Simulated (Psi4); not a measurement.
Interaction energy of HBr ··· H3B (SMILES Br and B), singlet. Monomers: optimised at B3LYP-D3(BJ) (def2-TZVP), held rigid. Orientation: a random orientation, not optimised. The monomers approach along the line of their centres of mass (distance R); nothing else relaxes.

Geometry at R = 3.97 Å (first 2 atoms: monomer A):
```
6

Br     0.7124     0.0000     0.0000
H     -0.7124     0.0000     0.0000
B      1.0972     1.7437     3.5448
H      0.2140     0.9662     3.7176
H      1.5406     2.3539     4.4643
H      1.5365     1.9116     2.4524
```

Method: Psi4 1.11 with SAPT0/jun-cc-pVDZ, frozen core.

Components in kcal/mol:

```
R / Å  electrostatics  exchange  induction  dispersion  total
-----  --------------  --------  ---------  ----------  -----
3.41            -3.00      9.68      -0.67       -1.85   4.17
3.57            -1.75      5.98      -0.42       -1.36   2.45
3.74            -0.96      3.56      -0.25       -0.99   1.35
3.97            -0.40      1.75      -0.13       -0.66   0.56
4.13            -0.20      1.06      -0.08       -0.50   0.28
4.33            -0.06      0.57      -0.05       -0.36   0.10
4.70             0.03      0.18      -0.02       -0.20  -0.02
5.00             0.04      0.07      -0.01       -0.13  -0.03
5.47             0.03      0.02       0.00       -0.07  -0.02
6.13             0.02      0.00       0.00       -0.03  -0.01
7.20             0.01      0.00       0.00       -0.01   0.00
8.45             0.00      0.00       0.00        0.00   0.00
```
